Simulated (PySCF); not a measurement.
**Orbital energies and ionisation energy**

Species: CH8BNSi.
Structure used (PBE0-D3(BJ)/def2-SVP), in Å, numbered top down from 1:
```xyz
12
CH8BNSi angstrom
N      1.9415    0.4972   -0.2174
B      0.9334   -0.0563    0.5707
C     -0.2626   -0.8685   -0.0438
Si    -1.8115    0.2012   -0.1233
H      2.6972    1.0487    0.1653
H      1.9861    0.3883   -1.2229
H      0.9886    0.1485    1.7665
H     -0.0582   -1.2453   -1.0609
H     -0.5181   -1.7298    0.5967
H     -2.9820   -0.5721   -0.6474
H     -1.5940    1.3731   -1.0295
H     -2.1715    0.7231    1.2314
```

Level: CAM-B3LYP/def2-SVPD (PySCF). Frontier orbitals with their largest atomic shares (Löwdin; up to four atoms above 4 %):

```
orbital  ε (eV)                            main atoms
 HOMO−3  -10.71  Si4 30 %, H12 23 %, C3 16 %, N1 10 %
 HOMO−2  -10.60  Si4 35 %, H11 31 %, C3 10 %, H12 8 %
 HOMO−1  -10.12    B2 24 %, C3 21 %, N1 13 %, H7 12 %
   HOMO   -9.59                                     ?
   LUMO    1.00    B2 41 %, Si4 12 %, H5 10 %, H6 9 %
 LUMO+1    1.22   B2 29 %, Si4 21 %, N1 13 %, C3 10 %
 LUMO+2    1.76     Si4 36 %, B2 11 %, C3 8 %, H5 8 %
```

Problem. What vertical ionisation energy does ΔSCF give, and how far is −ε(HOMO) from it?

Solution. ΔSCF: 10.41 eV (1005 kJ/mol; threshold wavelength 119 nm); ⟨S²⟩ of the doublet left behind is 0.771, against 0.75 for a pure doublet. −ε(HOMO) is 9.59 eV, 0.82 eV below it. In exact Kohn–Sham theory the two would be equal; CAM-B3LYP (range-separated hybrid) falls short of its own ΔSCF value by 8 %.

Problem. On which atoms does the HOMO lie?

Solution. N1 (boron-bound nitrogen) 42 %, C3 (sp3 carbon bound to silicon) 18 %, Si4 (SiH3 silicon) 12 %, B2 (three-coordinate boron) 11 %. The HOMO−1 lies 0.53 eV lower.

Problem. What total energies stand behind the ΔSCF value?

Solution. E(N) = -411.82608 Eh and E(N − 1) = -411.44334 Eh at the same geometry, 0.38274 Eh apart.

Problem. What kinetic energy would electrons from this vertical process carry with He II light (40.814 eV)?

Solution. 40.81 − 10.41 = 30.40 eV.

The structure is a single PBE0-D3(BJ)/def2-SVP conformer in the gas phase; no vibrational or solvent corrections.

The run behind these numbers computed excited states and ΔSCF ions as well. The run took 74 s of wall time on one thread, Arm Neoverse V2, on a shared host.
